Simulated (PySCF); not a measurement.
C₂H₄BNO₂, SMILES CB(O)N=C=O. Atoms are numbered in the order given.

```xyz
10

B     -0.1038    -0.9557     0.0000
C      1.2068    -1.8280     0.0000
H      1.8223    -1.5799    -0.8802
H      1.8223    -1.5799     0.8802
H      1.0296    -2.9142     0.0000
N     -0.0044     0.4729     0.0000
C      0.0329     1.6653     0.0000
O      0.0852     2.8334     0.0000
O     -1.3601    -1.4652     0.0000
H     -1.3642    -2.4270     0.0000
```

Coordinates come from a PBE0-D3(BJ)/def2-SVP optimisation. The structure was generated by enumeration, and PubChem lists no compound with its InChIKey, so it may never have been made. Other conformers were not sampled.

These are PySCF with PBE/pcSseg-1 values and carry that method's errors.

GIAO shieldings, no solvent; atoms alike by connectivity are averaged. δ = σ(ref) − σ: ¹¹B against BF3 (σ = 83.9 ppm); ¹³C against TMS (σ = 182.0 ppm); ¹H against TMS (σ = 31.49 ppm); ¹⁵N against NH3 (σ = 267.0 ppm); ¹⁷O against H2O (σ = 334.3 ppm), references at their B3LYP-D3(BJ)/def2-TZVP geometries, non-relativistic.

**Question.** Estimate the chemical shifts. (The exact figures need the calculation; the answer reports its results.)

**Answer.** 
```csv
nucleus,atoms,count,δ (ppm)
¹¹B,B1,1,16.7
¹³C,C7,1,121.6
¹³C,C2,1,6.8
¹H,H10,1,5.20
¹H,"H3, H4, H5",3,0.68
¹⁵N,N6,1,75.1
¹⁷O,O9,1,192.4
¹⁷O,O8,1,155.7
```
